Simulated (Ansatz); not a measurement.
Basis-set extrapolation for F₂H₅NO₂Si₂ (`O[SiH2]N[Si](O)(F)F`) (PBE0-D4/def2-TZVP geometry, frozen core, Ansatz). Multiplicity 1, RHF reference.

```json
{"": "HF", "def2-TZVPP": "-984.377689", "def2-QZVPP": "-984.416983"}
{"": "MP2 correlation", "def2-TZVPP": "-1.416190", "def2-QZVPP": "-1.539443"}
{"": "CCSD(T) correlation", "def2-TZVPP": "-1.489214", "def2-QZVPP": "not run"}
```

Energies in hartree. Use E(X) = E(∞) + A·exp(−7.88·√X) for Hartree–Fock and E(X) = E(∞) + B·X^(−2.97) for correlation, with X = 3 and 4, and add CCSD(T) minus MP2 of the smaller set to the MP2 limit.

**Question.** What is the CCSD(T) energy at the basis-set limit?

**Answer.** HF limit: -984.416983 + (-0.039294) × 0.13774 = -984.42240. MP2 limit: -1.539443 + (-0.123253) × 0.74074 = -1.63074. Higher-order term: -1.489214 − (-1.416190) = -0.07302. Total: -986.12616 hartree, 680.7 kJ/mol below CCSD(T)/def2-TZVPP.
